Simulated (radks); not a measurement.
Q: These are the eigenvalues of the occupied orbitals of an atom or ion with whole-number occupations (eV). Calculated with a radial shooting solver on a logarithmic mesh with Libxc functionals: scalar-relativistic Kohn-Sham, XLYP, spin-polarised, spherical densities, finite nucleus; Fermi nuclear charge, rms radius of each element as measured or else 0.836 A^(1/3) + 0.57 fm.

1s: -1809.823
2s: -160.7144
2p: -116.9947
3s: -28.5083

Which element is it, and in what charge state? The configuration may be excited. Open shells, if any, are filled with parallel spins first.

A: Z = 14, silicon, charge +2: Si2+ in [Ne] 3s2. The list shows which subshells hold electrons but not how many an open one holds; the 1s level, -66.51 hartree, gives Z - s = 11.5 by -(Z - s)^2/2, which with screening and relativity narrows Z to a few neighbours, and the depths of the outer levels then fix element, charge and occupations together.
